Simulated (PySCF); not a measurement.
Isomers of C8H15B, from PBE0-D3(BJ)/def2-SVP geometry optimisation, gas phase (PySCF). One conformer each, no zero-point energy, no frequencies.

Problem. Which isomer lies lower at this level?
A. `B1[C@H]2CCC[C@@H]1CCC2`: A = 2244, B = 1849, C = 1410 MHz, dipole 0.71 D
B. `[CH2:1]=[CH:2][CH2:3][C@@H:4]1[CH2:5][BH:6][CH2:7][CH2:8][CH2:9]1` with C1–C2–C3–C4 -121°, C2–C3–C4–C5 -172°, C3–C4–C5–B6 -165°, C4–C5–B6–C7 20°, C5–B6–C7–C8 -20°, B6–C7–C8–C9 38°: A = 3444, B = 903.0, C = 761.2 MHz, dipole 0.19 D

Solution. A. That is `B1[C@H]2CCC[C@@H]1CCC2`, 15.1 kcal/mol below the other.

```json
{"SMILES": "B1[C@H]2CCC[C@@H]1CCC2", "mapped SMILES": "[BH:1]1[C@H:2]2[CH2:3][CH2:4][CH2:5][C@@H:6]1[CH2:7][CH2:8][CH2:9]2", "E (Eh)": "-338.09467", "relative (kcal/mol)": "0.0", "relative (kJ/mol)": "0.0", "dipole (D)": "0.71"}
{"SMILES": "C=CC[C@@H]1CBCCC1", "mapped SMILES": "[CH2:1]=[CH:2][CH2:3][C@@H:4]1[CH2:5][BH:6][CH2:7][CH2:8][CH2:9]1", "E (Eh)": "-338.07063", "relative (kcal/mol)": "15.1", "relative (kJ/mol)": "63.1", "dipole (D)": "0.19"}
```

As drawn, the higher has a C=C bond outside aromatic rings, which the lower lacks.
